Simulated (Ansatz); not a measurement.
Total energies of C3H3F3O (`FC(F)[C@H]1O[C@H]1F`).

```xyz
10

F    -1.564   -0.339    1.375
C    -0.734    0.555    0.784
F    -1.450    1.678    0.543
C    -0.258   -0.025   -0.514
O     0.910    0.591   -1.072
C     1.031   -0.692   -0.590
F     1.776   -0.825    0.527
H     0.080    0.799    1.470
H    -1.050   -0.264   -1.220
H     1.258   -1.479   -1.303
```

Total charge 0; spin multiplicity 1. The structure was optimised at the PBE0-D4/def2-TZVP level. It is one conformer, not always the lowest. Basis def2-TZVPP, the Gaussian-basis code of Ansatz.

RPA on PBE orbitals: Hartree–Fock energy of these orbitals -488.60446 Eh, correlation -2.21699 Eh (frozen core).

| functional | energy without D4 (Eh) | D4 term (kJ/mol) |
| --- | --- | --- |
| PBE | -490.54173 | -17.2 |
| revPBE | -490.88493 | -61.6 |
| BLYP | -490.96183 | -38.9 |
| r2SCAN | -490.81939 | -4.4 |
| B97M-V | -490.91515 | – |
| PBE0 | -490.54535 | -14.3 |
| r2SCANh | -490.79190 | -4.5 |
| HSE06 (plane-wave form) | -490.52405 | -13.1 |
| BHLYP | -490.82155 | -18.4 |
| CAM-B3LYP | -490.89368 | -14.1 |
| LC-ωPBE | -490.76549 | – |
| ωB97X-V | -490.88889 | – |
| ωB97M-V | -490.91029 | – |
| B2PLYP | -490.73433 | – |

Give the same for LDA (SPW92), B3LYP, r2SCAN0, PBE-QIDH. (Estimate.)

Computed: 
```tsv
functional	energy without D4 (Eh)	D4 term (kJ/mol)
LDA (SPW92)	-487.56343	–
B3LYP	-491.04063	-27.3
r2SCAN0	-490.75255	-4.9
PBE-QIDH	-490.47807	–
```

B3LYP takes the VWN-RPA correlation (the form of Gaussian; ORCA's B3LYP/G). HSE06 is the plane-wave form, built on full-range PBE exchange. The double hybrids freeze the cores in their second-order part.

LC-ωPBE has ω = 0.4 bohr⁻¹.
